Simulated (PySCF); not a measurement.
hexafluorobenzene anion (C6F6), SMILES Fc1c(F)c(F)c(F)c(F)c1F (connectivity only; charge and spin as stated), charge -1, multiplicity 2. Atoms are numbered in the order given.

```xyz
12

F      1.3695    -2.3870    -0.2158
C      0.6877    -1.2067    -0.0422
C     -0.6877    -1.2067    -0.0422
F     -1.3695    -2.3870    -0.2158
C     -1.4121     0.0000    -0.0263
F     -2.7011     0.0000     0.5054
C     -0.6877     1.2067    -0.0422
F     -1.3695     2.3870    -0.2158
C      0.6877     1.2067    -0.0422
F      1.3695     2.3870    -0.2158
C      1.4121     0.0000    -0.0263
F      2.7011     0.0000     0.5054
```
Charge -1, spin multiplicity 2.

Geometry optimised at B3LYP-D3(BJ)/def2-SVPD. The spin state was assumed, not searched.

Calculation: PySCF with SMD-M06-2X/def2-SVPD.

Solvation free energies are E(SMD) − E(gas) at the gas-phase geometry, for 1 M in both phases.

**Question.** Estimate the solvation free energies in water, diethylether, chlorobenzene. (An estimate is asked for; the answer gives what the named calculation found.)

**Answer.** 
```csv
solvent,ΔG(solv) (kcal/mol),its non-electrostatic (CDS) part
water,-37.9,6.8
diethylether,-33.8,0.7
chlorobenzene,-36.3,0.9
```
